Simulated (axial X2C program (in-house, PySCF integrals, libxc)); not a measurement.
# Bond lengths and stretching modes, held linear, of GaOGa

Calculated with an in-house all-electron X2C program for linear molecules (integrals from PySCF): two-component X2C with atomic mean-field Coulomb and Gaunt terms, Gaussian nuclei, basis Ga dyall-v3z, O dyall-av3z with contracted cores. Spin-free rows use the one-electron spin-free X2C Hamiltonian.

Masses Ga 68.926, O 15.995, Ga 68.926 u. States: 2c Ω = 0 (all partner blocks equally filled); spin-free M_S = 0, Λ = 0 (closed shell).

HF, 2c: energies above the lowest point

| r(Ga–O) (Å) | r(O–Ga) (Å) | E (meV) |
| --- | --- | --- |
| 1.7550 | 1.7550 | 3.09 |
| 1.7550 | 1.8000 | 0.00 |
| 1.7550 | 1.8450 | 39.07 |
| 1.8000 | 1.7550 | 0.00 |
| 1.8000 | 1.8000 | 0.99 |
| 1.8000 | 1.8450 | 44.03 |
| 1.8000 | 1.8900 | 119.57 |
| 1.8450 | 1.7550 | 39.07 |
| 1.8450 | 1.8000 | 44.03 |
| 1.8450 | 1.8450 | 90.93 |
| 1.8900 | 1.8000 | 119.57 |
| 1.8900 | 1.8900 | 253.21 |

Problem. Fit a quadratic surface with cubic terms in each bond: where is the minimum, and what are the two stretching wavenumbers?

Solution. At HF, 2c: bonds 1.778 and 1.778 Å; harmonic stretches 313.7 and 895.3 cm⁻¹; force constants 3.69, 3.69 and coupling 0.31 mdyn/Å.

The other levels and Hamiltonians give:

```tsv
Hamiltonian	level	r(Ga–O) (Å)	r(O–Ga) (Å)	lower stretch (cm⁻¹)	upper stretch (cm⁻¹)
2c	PBE0	1.798	1.798	294.0	837.4
2c	r2SCAN	1.796	1.796	294.5	841.7
2c	MP2	1.803	1.803	288.6	839.5
spin-free	PBE0	1.798	1.798	294.0	837.2
spin-free	HF	1.778	1.778	313.7	895.2
spin-free	r2SCAN	1.796	1.796	294.5	841.6
spin-free	MP2	1.802	1.802	288.6	839.4
```

Each state is one determinant, the lowest of a limited PBE0 search; the stretches come from a fit to these few points and carry an uncertainty of a few per cent. Other orders of the atoms were not compared. MP2 freezes inner shells (threshold -2 hartree). The molecule was held linear; bending was not examined, so a bent shape may lie lower.
